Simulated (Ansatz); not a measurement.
One change: `F/C=[CH]/[AlH2]` becomes `F/C=C/Cl`.

Ansatz, PBE0-D4/def2-TZVP geometries, multiplicity 1. 

```
                                      property  `F/C=[CH]/[AlH2]`
            HOMO energy (PBE0/def2-TZVPP) / eV              -8.01
         HOMO–LUMO gap (B3LYP/def2-TZVPP) / eV               5.89
zero-point energy (PBE0-D4/def2-TZVP) / kJ/mol              125.6
            LUMO energy (PBE0/def2-TZVPP) / eV              -1.67
         HOMO energy (ωB97M-V/def2-TZVPP) / eV             -10.24
             LUMO energy (PBE/def2-TZVPP) / eV              -2.46
```

(1) Give the same properties after the change, and the shifts. (Best estimate.)

## Answers

(1) Ansatz gave: 
```
                                      property  `F/C=C/Cl`  shift
            HOMO energy (PBE0/def2-TZVPP) / eV       -7.42   0.59
         HOMO–LUMO gap (B3LYP/def2-TZVPP) / eV        6.75   0.86
zero-point energy (PBE0-D4/def2-TZVP) / kJ/mol        93.3  -32.3
            LUMO energy (PBE0/def2-TZVPP) / eV       -0.18   1.49
         HOMO energy (ωB97M-V/def2-TZVPP) / eV       -9.62   0.62
             LUMO energy (PBE/def2-TZVPP) / eV       -1.18   1.28
```

With PBE0 the HOMO rises by 0.59 eV and the LUMO rises by 1.49 eV, so the gap widens by about 0.90 eV. PBE moves the HOMO by 0.67 eV and ωB97M-V by 0.62 eV. The zero-point energy changes by -32.3 kJ/mol with -6 modes.

B3LYP here is the variant with VWN-RPA as its local correlation; programs differ in this.
